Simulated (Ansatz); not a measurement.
`CB(S)O[SiH3]` + `NC1(O)C=N1` → `CNC1(O)C=N1` + `[SiH3]OBS`  (substitution at a C–B bond)

Computed with Ansatz on PBE0-D4/def2-TZVP structures; ΔE is electronic, products minus reactants. CCSD(T)/CBS is the MP2 limit (def2-TZVPP, def2-QZVPP) plus CCSD(T) − MP2 in def2-TZVPP, frozen cores. DFT in def2-TZVPP. B3LYP here is the variant with VWN-RPA as its local correlation; programs differ in this. One conformer a species, not always the lowest.

`CB(S)O[SiH3]`:

Z-matrix (Å, degrees):
```
C
B 1 1.566
H 1 1.091 2 114.2
H 1 1.095 2 109.7 3 121.9
H 1 1.095 2 109.6 3 -121.8
S 2 1.821 1 117.7 3 0.3
O 2 1.358 1 119.2 3 -179.7
H 6 1.344 2 98.6 1 -179.3
Si 7 1.642 2 142.0 1 -176.4
H 9 1.488 7 111.4 2 -17.8
H 9 1.483 7 108.8 2 102.6
H 9 1.481 7 107.8 2 -137.8
```

`NC1(O)C=N1`:

```xyz
9

N     0.945   -1.002    0.100
C     0.029    0.065    0.152
O     0.286    0.808    1.287
C    -1.241    0.050   -0.497
N    -0.401    0.807   -1.072
H     1.883   -0.673    0.289
H     0.917   -1.473   -0.793
H    -0.141    1.663    1.184
H    -2.276   -0.246   -0.651
```

`CNC1(O)C=N1`:

Cartesian coordinates in Å:
```
C 0.336 0.190 -1.607
N 0.015 -0.778 -0.571
C -0.247 -0.212 0.686
O -1.452 0.493 0.714
C 0.786 0.039 1.644
N 0.092 -0.979 1.911
H 1.245 0.728 -1.326
H 0.542 -0.341 -2.538
H -0.455 0.928 -1.789
H -0.774 -1.350 -0.849
H -1.682 0.679 1.629
H 1.595 0.602 2.097
```

`[SiH3]OBS`:

Z-matrix (Å, degrees):
```
Si
O 1 1.646
H 1 1.481 2 108.1
H 1 1.488 2 111.3 3 120.2
H 1 1.481 2 107.9 3 -119.6
B 2 1.348 1 142.0 3 -116.4
S 6 1.807 2 125.7 1 -0.2
H 6 1.196 2 119.3 1 179.8
H 7 1.345 6 98.4 2 -0.1
```

Task: Is it downhill or uphill in electronic energy at CCSD(T)/CBS, and by how much? (An estimate is asked.)

Result: The calculation gave: Uphill: ΔE = +0.85 eV.

Task: What do these levels give: r2SCAN-D4, ωB97X-V, ωB97M-V, B2PLYP, B3LYP, HF/def2-TZVPP, CCSD/def2-TZVPP, HF/def2-QZVPP, MP2/def2-QZVPP, SCS-MP2/def2-QZVPP, MP2/CBS(def2), CCSD/CBS(def2)? (An estimate is asked.)

Result: Computed: r2SCAN-D4 0.90, ωB97X-V 0.80, ωB97M-V 0.85, B2PLYP 0.83, B3LYP 0.82, HF/def2-TZVPP 0.78, CCSD/def2-TZVPP 0.82, HF/def2-QZVPP 0.78, MP2/def2-QZVPP 0.87, SCS-MP2/def2-QZVPP 0.82, MP2/CBS(def2) 0.88, CCSD/CBS(def2) 0.84 eV.

Largest T1 diagnostic among the species: 0.013.

In def2-TZVPP, CCSD(T) changes the Hartree–Fock value by +0.05 eV (the triples alone add +0.00 eV) and MP2 by +0.08 eV.
